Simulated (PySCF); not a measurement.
A calculated (r2SCAN, PySCF 2.14, x2c-TZVPall, scalar relativity by spin-free X2C-1e) atom or ion has these occupied shells.

| shell | electrons | orbital energy (eV) | rms radius, mean of both spins (bohr) |
| --- | --- | --- | --- |
| 1s | 2 | -10259.0 | 0.0561 |
| 2s | 2 | -1282.2 | 0.236 |
| 2p | 6 | -1115.5 | 0.211 |
| 3s | 2 | -161.13 | 0.699 |
| 3p | 6 | -110.21 | 0.736 |
| 3d | 10 | -28.054 | 0.919 |
| 4s | 2 | -16.595 | 2.38 |

**Question.** Name the element and its charge.

**Answer.** Ga⁺ (gallium, charge +1), in [Ar] 3d10 4s2, closed-shell 1S.
